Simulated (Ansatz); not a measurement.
A run for Ansatz (a first-principles code): R-CCSD(T)/cc-pV(D+d)Z on S2 (SMILES S=S), 2S+1 = 1, a spin state set in the input, which need not be the lowest. Files ending in .json are basis or fitting sets from the Basis Set Exchange.

Ansatz 0.2 input:
```yaml
crystal:
  periodic: [false, false, false]
  atoms:
    - {symbol: S, position_ang: [-0.00000000, -0.00000000, -0.95219372]}
    - {symbol: S, position_ang: [0.00000000, 0.00000000, 0.95219372]}
basis:
  gaussian:
    orbitals: cc-pV_D+d_Z.json
magnetization: {spin_polarized: false}
correlation: {method: ccsd_t, electrons: outside_noble_gas}
scf: {omitted_lower_state_checks: [cluster_reference]}
```

The log:

```
WARN ansatz: RAYON_NUM_THREADS=2 ignored (pool sized by the plan → 2); use --threads N
Functional definition: HF
these checks for a lower state are left out or cut short: cluster_reference
integrals: 0.01 GiB planned
460 factors; integrals over basis functions are off by at most 1.6e-3 eV
mean field: 0.08 GiB planned
mean field evaluation 1: about -21633.0951 eV, gradient 9.3e0 eV
mean field evaluation 2: about -21633.1001 eV, gradient 9.4e0 eV
mean field evaluation 4: about -21633.4291 eV, gradient 9.9e-1 eV
mean field evaluation 8: about -21633.4330 eV, gradient 2.5e-3 eV
mean field evaluation 16: about -21633.4330 eV, gradient 2.6e-4 eV
mean field -21633.43295982 eV, -795.0139976058 hartree, gradient 3.4e-6 eV, S^2 0.000000; 2 other end points of the search recorded, 0 dependent functions left out; unrestricted orbitals would lower it
10 core orbitals not correlated
reference -21633.43295982 eV, -795.0139976058 hartree; 6, 6 occupied and 30, 30 virtual orbitals, 460 factors
second order -7.10512830 eV of doubles, -0.00000000 eV of singles
coupled cluster: 0.07 GiB planned
cycle   1  -7.46707730 eV  change   -3.6e-1 eV  update   7.9e-2
cycle   2  -7.74978322 eV  change   -2.8e-1 eV  update   3.1e-2
cycle   3  -7.80993136 eV  change   -6.0e-2 eV  update   1.4e-2
cycle   4  -7.81482185 eV  change   -4.9e-3 eV  update   6.8e-3
cycle   5  -7.81661267 eV  change   -1.8e-3 eV  update   4.0e-3
cycle   6  -7.81677984 eV  change   -1.7e-4 eV  update   2.0e-3
cycle   7  -7.81751672 eV  change   -7.4e-4 eV  update   6.1e-4
cycle   8  -7.81737022 eV  change    1.5e-4 eV  update   1.1e-4
cycle   9  -7.81737810 eV  change   -7.9e-6 eV  update   2.5e-5
cycle  10  -7.81738548 eV  change   -7.4e-6 eV  update   6.7e-6
coupled cluster: 0.07 GiB planned
perturbative correction -0.35313217 eV, -0.0129773678 hartree
Total energy: -21641.60347747 eV, -795.3142585913 hartree
Checks for a lower state left out: cluster_reference
```

The calculation finished and met its thresholds.

Cost: roughly 1.1 core-seconds.
